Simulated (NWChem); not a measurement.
**Relativistic effects in CH$_{4}$BIO**

SMILES: COBI
```xyz
8

B      0.8158     0.8691     0.0000
H      2.0229     0.8243     0.0000
I     -0.2676    -0.9766     0.0000
O      0.1273     2.0058     0.0000
C      0.7354     3.2792     0.0000
H      0.4067     3.8309    -0.8929
H      0.4067     3.8309     0.8929
H      1.8344     3.2051     0.0000
```
Charge 0, spin multiplicity 1.

Program: NWChem. All single points use one geometry, from PBE0/def2-SVP with def2 effective core potentials on I, held to Cs symmetry and with no frequency check, so it may be a saddle point. It is one conformer; others weren't searched.

Functional B3LYP, all-electron basis x2c-SVPall-2c, contracted for the X2C Hamiltonian and used here with ZORA. The ion keeps the geometry and has multiplicity 2 in the scalar run; the spin-orbit run starts from the same electron counts.

The cost column gives rough processor time relative to scalar ZORA; each entry includes its own SCF.

B3LYP has NWChem's definition, with VWN1-RPA local correlation. The structure started from a generated list of species. The stability of the SCF solutions was not checked.

```
Hamiltonian      ΔSCF ionisation energy (eV)  HOMO (eV)  LUMO (eV)  gap (eV)  relative cost
---------------  ---------------------------  ---------  ---------  --------  -------------
scalar ZORA                             9.62      -6.87      -0.64      6.23              1
spin-orbit ZORA                         9.37      -6.68      -0.63      6.04        under 3
```

From scalar ZORA to spin-orbit ZORA the ionisation energy falls by 0.25 eV.
